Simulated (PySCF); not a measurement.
B3LYP has the VWN-RPA correlation part, as in Gaussian. Delta-SCF ions had no search for a lower state. Excitations are Tamm–Dancoff values on a coarser integration grid. The basis has no diffuse functions, so Rydberg states are missing or too high.

Cartesian coordinates (Å):
```xyz
4

I     -2.0750    -1.3272    -0.0277
Al     0.0000     0.0000     0.0000
I     -0.1118     2.4607    -0.0020
I      2.1868    -1.1335     0.0297
```
Charge 0, spin multiplicity 1.

Q: Estimate the LUMO, vertical ionisation energy (Delta-SCF), total energy, S1–T1 gap (TDA), dipole moment, HOMO–LUMO gap, HOMO and S1 excitation (TDA) that B3LYP-D3(BJ)/def2-TZVP (PySCF) returns for this input.

A: 
```json
{
  "LUMO": "-2.21 eV",
  "vertical ionisation energy (Delta-SCF)": "9.28 eV",
  "total_energy": "-1136.0658 Ha",
  "S1–T1 gap (TDA)": "0.27 eV",
  "dipole_moment": "0.00 D",
  "HOMO–LUMO gap": "5.26 eV",
  "HOMO": "-7.47 eV",
  "S1 excitation (TDA)": "4.38 eV"
}
```
